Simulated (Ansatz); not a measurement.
Ge₆⁺, 6 atoms. Hardware: 4 threads of Arm Neoverse V2 on a shared host.

Correlated methods freeze 54 core orbitals; core or outer-core shells of Ge are correlated, in sets that lack core-valence functions.

Q: How many basis functions does each of these Ansatz runs have, and roughly what does it cost? r2SCAN-D4/def2-SVP, charge 1 doublet, energy and forces, from earlier orbitals; PBE-D4/def2-SVP, charge 1 doublet, relaxation, 21 steps; PBE-D4/def2-SVP, charge 1 doublet, energy, from earlier orbitals; PBE-D4/def2-SVP, charge 1 doublet, energy with a search over starts; PBE-D4/def2-TZVP, charge 0 singlet at the geometry of the charge 1 doublet, energy, from earlier orbitals; PBE0-D4/def2-TZVP, charge 0 singlet at the geometry of the charge 1 doublet, energy; PBE-QIDH/def2-SVP, charge 1 doublet, energy, from earlier orbitals; PBE-D4/def2-SVP, charge 0 triplet at the geometry of the charge 1 doublet, energy, from earlier orbitals; PBE0-D4/def2-SVP, charge 1 doublet, energy, from earlier orbitals; MP2/def2-SVP, charge 1 doublet, energy, from earlier orbitals; revPBE-D4/def2-SVP, charge 1 doublet, energy, from earlier orbitals; PBE-QIDH/def2-SVP, charge 0 triplet at the geometry of the charge 1 doublet, energy, from earlier orbitals.

A: Other jobs shared the machine, so times can vary by a factor of up to 3. A dash marks memory too small to be measured apart from the calling script's.

```tsv
run	functions	fitting or Cholesky vectors	wall time	peak host memory (GiB)
PBE-D4/def2-TZVP, charge 0 singlet at the geometry of the charge 1 doublet, energy, from earlier orbitals	288	2148	6 s	0.72
revPBE-D4/def2-SVP, charge 1 doublet, energy, from earlier orbitals	192	2106	6.5 s	–
PBE-D4/def2-SVP, charge 1 doublet, energy, from earlier orbitals	192	2106	6.5 s	–
PBE-D4/def2-SVP, charge 0 triplet at the geometry of the charge 1 doublet, energy, from earlier orbitals	192	2106	7 s	–
PBE0-D4/def2-SVP, charge 1 doublet, energy, from earlier orbitals	192	1888	16 s	1.2
PBE0-D4/def2-TZVP, charge 0 singlet at the geometry of the charge 1 doublet, energy	288	2406	18 s	1.9
PBE-D4/def2-SVP, charge 1 doublet, energy with a search over starts	192	2106	18 s	–
r2SCAN-D4/def2-SVP, charge 1 doublet, energy and forces, from earlier orbitals	192	2106	19 s	0.55
PBE-QIDH/def2-SVP, charge 0 triplet at the geometry of the charge 1 doublet, energy, from earlier orbitals	192	1888	24 s	1.2
MP2/def2-SVP, charge 1 doublet, energy, from earlier orbitals	192	1888	30 s	1.3
PBE-QIDH/def2-SVP, charge 1 doublet, energy, from earlier orbitals	192	1888	31 s	1.4
PBE-D4/def2-SVP, charge 1 doublet, relaxation, 21 steps	192	2106	1.7 min	–
```
